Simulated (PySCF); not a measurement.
SMILES [CH2][SiH](OCC)OCC, doublet at its GFN2-xTB optimised geometry (Å):

```
21

C     -0.5729    -2.3244    -1.3734
Si     0.1176    -1.2960     0.0000
O     -0.3694     0.2569     0.0000
C     -0.1882     1.2369    -0.9806
C     -0.5600     2.5997    -0.4143
O     -0.4773    -1.9813     1.3355
C     -0.4055    -1.5420     2.6633
C     -1.4150    -2.3078     3.5056
H     -0.6240    -1.9597    -2.3838
H     -0.8082    -3.3657    -1.2575
H      1.5936    -1.2960     0.0000
H      0.8558     1.2380    -1.3179
H     -0.8203     1.0013    -1.8462
H     -1.5936     2.5909    -0.0784
H      0.0774     2.8356     0.4341
H     -0.4383     3.3657    -1.1754
H     -0.6100    -0.4668     2.7104
H      0.6109    -1.7136     3.0411
H     -1.2087    -3.3736     3.4518
H     -2.4191    -2.1313     3.1294
H     -1.3589    -1.9841     4.5416
```

Computed with unrestricted CAM-B3LYP/def2-SVP run with PySCF. Cells within 0.4 Å of a nucleus heavier than hydrogen are left out (blank, or x).

Map of the HOMO−1 amplitude (α) (bohr^(-3/2)), clipped to [-0.25, 0.25] on the plane z = 0.0 Å; orbital energy -9.21 eV, overall sign arbitrary:

```
|444444444444444444444444444|
|444444444444444444444444444|
|444444444444444444444444444|
|444444444444444444444444444|
|444444444444444444444444444|
|444444444444444444444444444|
|444444444444444444444444444|
|444444444344444444444444444|
|444444444444444444444444444|
|444444444444444444444444444|
|444444444444444444444444444|
|444444444333465444444444444|
|444444444320x96544444444444|
|444444444320x86443444444444|
|444444444332355433334444444|
|444444444333444322334444444|
|4444444444344xx200234444444|
|444444444444444211234444444|
|444444444444554333334444444|
|444444444444454433444444444|
|444444444444444444444444444|
|444444444444444444444444444|
|444444444444444444444444444|
|444444444444444444444444444|
|444444444444444444444444444|
|444444444444444444444444444|
|444444444444444444444444444|
```
Scale: ten equal steps from -0.198 (start of '0') to 0.250 (end of '9'), in the order '0123456789'; x runs from -5.50 to 5.50, y from -5.50 (bottom) to 5.50 (top).
